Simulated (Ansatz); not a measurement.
Species: C2H4N2O, SMILES `N#COCN` (charge 0, multiplicity 1).

Question: Give a relaxed geometry from PBE-D3(BJ)/def2-TZVP in Ansatz (a program for electronic structure).

Answer: Several could match; the one computed here: the end point of this relaxation, one of several conformers (outside a Z-matrix the atoms follow the SMILES, hydrogens last).
Cartesian coordinates (Å) in one orientation:
```xyz
9

N      3.042    -0.030    -0.556
C      1.961     0.318    -0.266
O      0.776     0.707     0.055
C     -0.323    -0.379    -0.188
N     -1.573     0.091     0.172
H     -0.001    -1.229     0.424
H     -0.250    -0.600    -1.259
H     -1.931     0.853    -0.398
H     -1.700     0.269     1.165
```
